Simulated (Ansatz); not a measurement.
Gas-phase reaction in SMILES: CC[N](C)[GeH3] -> C[N][GeH3] + [CH2]C (the C-N bond at the site shown breaks; other sites are not compared here)
Structures are relaxed separately at B3LYP-D3(BJ)/def2-TZVP in Ansatz (a program for electronic structure), one conformer each, not searched for the lowest.

Property: bond dissociation energy (electronic energy difference), in kJ/mol. Correlated levels leave the core frozen unless marked. UHF or UKS for open shells. Spin-orbit coupling is left out. Frozen are the shells of the preceding noble gas and the d and f shells that filled before the atom's block. Non-relativistic. Basis-set limits of correlation are two-point, X^-3; Hartree-Fock from the larger set. [CCSD(T)-MP2]/basis is that difference in the basis named.

```
level                                                                 program  bond dissociation energy (kJ/mol)
-------------------------------------------------------------  --------------  ---------------------------------
revPBE-D4/def2-TZVPD                                           Ansatz + dftd4                                [?]
CAM-B3LYP-D3(BJ)/def2-TZVPD                                    Ansatz + dftd3                              347.4
B2PLYP/def2-TZVPD                                                      Ansatz                                [?]
SCS-MP2/aug-cc-pVTZ                                                    Ansatz                              390.2
RI-MP2/CBS(aug-cc-pVTZ,aug-cc-pVQZ)+[CCSD(T)-MP2]/aug-cc-pVTZ          Ansatz                              372.5
```

Fill in the missing entries.


- revPBE-D4/def2-TZVPD, bond dissociation energy (kJ/mol): 344.8
- B2PLYP/def2-TZVPD, bond dissociation energy (kJ/mol): 345.0
